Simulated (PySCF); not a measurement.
Gas-phase reaction: 2 In(CH3)2NH2 + 5 C2H4 → 2 InH3 + 2 (CH3)3N + 2 C4H6 (butadiene)

Computed with PySCF and rigid-rotor harmonic-oscillator thermochemistry at 1 bar. † marks an energy on the PBE0/def2-TZVP geometry and frequencies. MP2 freezes the core. All species are closed-shell singlets. In: scalar-relativistic def2 core potential, no spin-orbit coupling. In(CH3)2NH2, InH3: computed as isolated molecules; such fragments, hydroxides, amides, oligomers or adducts are transient or little studied in the gas. MP2 isn't extrapolated to the basis-set limit.

M06-2X/def2-TZVP† gives ΔH°(298 K) = 185 kJ.

### Question
What do ωB97M-V/def2-TZVP†, MP2/def2-TZVPP†, HF/def2-TZVP† give?

### Answer
ωB97M-V/def2-TZVP†: 158 kJ; MP2/def2-TZVPP†: 214 kJ; HF/def2-TZVP†: 149 kJ. For scale, ΔH°(298 K) is 185 kJ at this level, 158 kJ at ωB97M-V/def2-TZVP†, and runs from 35 to 214 kJ over the 16 levels computed.
